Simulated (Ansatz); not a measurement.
HClSi, charge +1, doublet, at a GFN2-xTB geometry (a state made from the parent by changing its charge; the spin is typed, not shown lowest). Base run: HF/6-31G* run with Ansatz (a quantum-chemistry and plane-wave program).

The Ansatz input:
Ansatz 0.2 input:
```yaml
crystal:
  periodic: [false, false, false]
  atoms:
    - {symbol: Si, position_ang: [0.86135093, -0.21951955, 0.44274278]}
    - {symbol: H, position_ang: [2.20871354, -0.51186238, -0.05259738]}
    - {symbol: Cl, position_ang: [-0.83927215, 0.21089035, -0.36151774]}
basis:
  gaussian:
    orbitals: 6-31G*
hamiltonian:
  xc: hf
total_charge: 1
magnetization: {spin_polarized: true, initial_magnetization: 1}
```

Variants of this job, named by their change:

```csv
change,ΔE vs base (kcal/mol)
base,0.000
lower_state_search = off,0.000
"point_charge = charge:1.0 position_ang:-0.6685, -1.0653, -4.3522",64.8
"point_charge = charge:-1.0 position_ang:3.3671, -3.8344, 1.2463",-75.6
fitting.mean_field = cc-pVTZ-JKFIT,0.044
accuracy = high,-0.001
forces = on,0.000
lower_state_search = full,0.000
"point_charge = charge:0.5 position_ang:-0.142, 2.6144, -3.6316",32.97
nuclear_model = gaussian,0.368
fitting.mean_field = def2-universal-JKFIT,0.019
```
